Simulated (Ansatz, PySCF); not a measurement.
This singlet lies 1.40 eV below the relaxed triplet at the level frozen-core CCSD(T)/cc-pVTZ // PBE0-D3(BJ)/def2-TZVP (Ansatz, a program for electronic structure).

```xyz
8

N     -1.7240    -0.2247    -0.1943
Si    -0.5231    -0.4142    -1.3962
Si     1.3119     0.1485     0.0626
H     -2.7001    -0.3763    -0.4029
H     -1.5820     0.0380     0.7698
H      2.2957    -0.9707     0.1513
H      0.8613     0.4635     1.4559
H      2.0602     1.3358    -0.4462
```

Charge 0, multiplicity 1.

Problem. Give the Mulliken and meta-Löwdin atomic charges from PBE0-D3(BJ)/def2-TZVP (PySCF 2.14.0).

Solution. 
| atom | Mulliken (e) | meta-Löwdin (e) |
|---|---|---|
| N1 | -0.55 | -0.62 |
| Si2 | 0.16 | 0.22 |
| Si3 | -0.03 | 0.15 |
| H4 | 0.25 | 0.25 |
| H5 | 0.25 | 0.24 |
| H6 | -0.02 | -0.07 |
| H7 | -0.04 | -0.09 |
| H8 | -0.02 | -0.07 |
